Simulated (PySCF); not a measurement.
Spin states of LiSb

Unrestricted PBE0; Li aug-cc-pVDZ, Sb aug-cc-pVDZ-PP with ECP28; scalar-relativistic core potentials (PySCF 2.14). Outer shells of the fragments: Li 2s1; Sb 4d10 5s2 5p3.

Followed along the bond (rough minima from three points):

```
2Ms+1  unpaired  ⟨S²⟩ at the start  R at minimum (Å)  Te (eV)
    3      π ↑↑               2.01              2.63     0.00
    1      π ↑↓               1.01              2.62     0.30
    3  σ ↑, π ↑               2.00              2.51     0.79
    1  σ ↓, π ↑               1.01              2.54     1.10
    1      none               0.00              2.61     1.16
```

Solutions found at the starting distance of 2.650 Å, counted from the lowest of them; the search is not exhaustive and high or unbound solutions are not listed, so other states can lie among these:

```json
{"2Ms+1": "3", "unpaired": "π ↑↑", "term": "³Σ⁻", "E (eV)": "0.00", "⟨S²⟩": "2.01", "⟨Lz²⟩": "0.00", "μ (D)": "-6.45"}
{"2Ms+1": "1", "unpaired": "π ↑↓", "term": "mixed", "E (eV)": "0.30", "⟨S²⟩": "1.01", "⟨Lz²⟩": "2.01", "μ (D)": "-6.46"}
{"2Ms+1": "3", "unpaired": "σ ↑, π ↑", "term": "³Π", "E (eV)": "0.83", "⟨S²⟩": "2.00", "⟨Lz²⟩": "1.01", "μ (D)": "-6.76"}
{"2Ms+1": "1", "unpaired": "σ ↓, π ↑", "term": "mixed", "E (eV)": "1.12", "⟨S²⟩": "1.01", "⟨Lz²⟩": "1.01", "μ (D)": "-6.75"}
{"2Ms+1": "1", "unpaired": "none", "term": "mixed", "E (eV)": "1.16", "⟨S²⟩": "0.00", "⟨Lz²⟩": "2.00", "μ (D)": "-6.34"}
{"2Ms+1": "5", "unpaired": "σ ↑↑, π ↑↑", "term": "⁵Σ⁻", "E (eV)": "2.01", "⟨S²⟩": "6.00", "⟨Lz²⟩": "0.00", "μ (D)": "4.54"}
{"2Ms+1": "3", "unpaired": "σ ↑↑, π ↑↓", "term": "mixed", "E (eV)": "2.69", "⟨S²⟩": "3.01", "⟨Lz²⟩": "2.01", "μ (D)": "4.66"}
{"2Ms+1": "1", "unpaired": "σ ↓↓, π ↑↑", "term": "mixed", "E (eV)": "2.70", "⟨S²⟩": "2.01", "⟨Lz²⟩": "0.00", "μ (D)": "4.80"}
{"2Ms+1": "3", "unpaired": "σ ↑, π ↑", "term": "³Π", "E (eV)": "3.07", "⟨S²⟩": "2.00", "⟨Lz²⟩": "1.00", "μ (D)": "4.71"}
{"2Ms+1": "1", "unpaired": "σ ↓, π ↑", "term": "mixed", "E (eV)": "3.09", "⟨S²⟩": "1.00", "⟨Lz²⟩": "1.00", "μ (D)": "4.91"}
{"2Ms+1": "5", "unpaired": "σ ↑, π ↑↑↑", "term": "⁵Π", "E (eV)": "3.12", "⟨S²⟩": "6.00", "⟨Lz²⟩": "1.00", "μ (D)": "1.77"}
{"2Ms+1": "3", "unpaired": "σ ↑↑", "term": "mixed", "E (eV)": "3.65", "⟨S²⟩": "2.00", "⟨Lz²⟩": "2.00", "μ (D)": "4.64"}
{"2Ms+1": "3", "unpaired": "σ ↑, π ↑↑↓", "term": "mixed", "E (eV)": "3.78", "⟨S²⟩": "3.01", "⟨Lz²⟩": "3.02", "μ (D)": "1.78"}
```

A term symbol is given only where ⟨S²⟩ and ⟨Lz²⟩ are close to those of a pure state; real π, δ and φ orbitals otherwise mix terms. A positive dipole means Li(−)Sb(+).

Spin–orbit coupling is left out. Counting both spins, an empty level lies below a filled one in some of these solutions, because spin and occupation are held.
